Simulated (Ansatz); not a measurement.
`CC(C)O[SiH3]` at its PBE0-D4/def2-TZVP geometry, where that method's forces vanish. Charge 0, multiplicity 1.

```xyz
15

C    -0.6452   -0.0858    1.7634
C    -0.3192    0.2110    0.3168
C     0.4976    1.4776    0.1567
O     0.3993   -0.9026   -0.2029
Si    0.3543   -1.3669   -1.7750
H    -1.2323   -1.0020    1.8445
H    -1.2150    0.7340    2.2067
H     0.2772   -0.2171    2.3343
H    -1.2613    0.3203   -0.2421
H     0.7248    1.6707   -0.8940
H     1.4411    1.3851    0.7001
H    -0.0469    2.3390    0.5504
H    -1.0571   -1.5116   -2.2326
H     1.0224   -0.3851   -2.6754
H     1.0605   -2.6667   -1.8510
```

Question: What forces (eV/Å) does ωB97M-V/def2-TZVPP give on these atoms in Ansatz 0.2.0? (Estimate.)

Answer: Ansatz gave: 
```
C1  -0.042 -0.035  0.180
C2  -0.236  0.117 -0.048
C3   0.103  0.151 -0.020
O4   0.111 -0.126 -0.002
Si5  0.014 -0.107 -0.240
H6   0.044  0.064 -0.009
H7   0.040 -0.053 -0.032
H8  -0.055  0.011 -0.048
H9   0.074 -0.014  0.039
H10 -0.014 -0.017  0.069
H11 -0.064 -0.005 -0.031
H12  0.034 -0.063 -0.025
H13  0.156  0.024  0.058
H14 -0.079 -0.106  0.107
H15 -0.086  0.160  0.004
```
